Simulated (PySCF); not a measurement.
## Computed properties of HSSi, SMILES [SH+]=[Si]

HSSi, SMILES [Si]=[SH+] (connectivity only; charge and spin as stated), charge +1, multiplicity 1. Geometry optimised at PBE0-D3(BJ)/def2-TZVP. The isomer is the one that the SMILES or the coordinates give; other isomers of the formula were not compared. One conformer was computed; it need not be the lowest. All values are computed for the isolated molecule unless a solvent is named; none is compared with measurement here.

**Structure.** The optimised structure has Cs symmetry. All 3 harmonic modes at PBE0-D3(BJ)/def2-TZVP (PySCF) are real, so it is a minimum.

**Vibrations.** The strongest infrared lines (harmonic, unscaled, degenerate partners summed) lie at 633 cm⁻¹ (106 km/mol, S 45 %, Si 42 %, H 12 %), 2571 cm⁻¹ (70 km/mol, H 97 %), 503 cm⁻¹ (22 km/mol, H 83 %, Si 13 %). The softest mode is at 503 cm⁻¹ and the zero-point energy is 5.3 kcal/mol.

**Electronic structure.** M06-2X/def2-TZVPD (PySCF) places the frontier levels at -15.81 and -8.61 eV, a gap of 7.20 eV and a mean polarisability of 39.3 bohr³. PBE/def2-TZVPD (PySCF) at the same geometry gives -13.71 and -10.45 eV, so its gap is 3.94 eV narrower. An orbital gap is neither the optical nor the fundamental gap.

**Excitations.** TDA-PBE0/def2-TZVPD (PySCF) has S1 at 3.75 eV (330 nm, f = 0.000, dark); the most intense of the 10 singlets computed lies at 9.37 eV (f = 0.16). T1 (TDA) is at 2.54 eV, 1.21 eV under S1. No vertical singlet excitation falls in the visible range (under 3.1 eV).

**NMR.** GIAO shifts at B3LYP/pcSseg-2 (PySCF) (non-relativistic, atoms alike by connectivity averaged): ¹H at 6.1 ppm against TMS; ²⁹Si at 551.6 ppm against TMS.
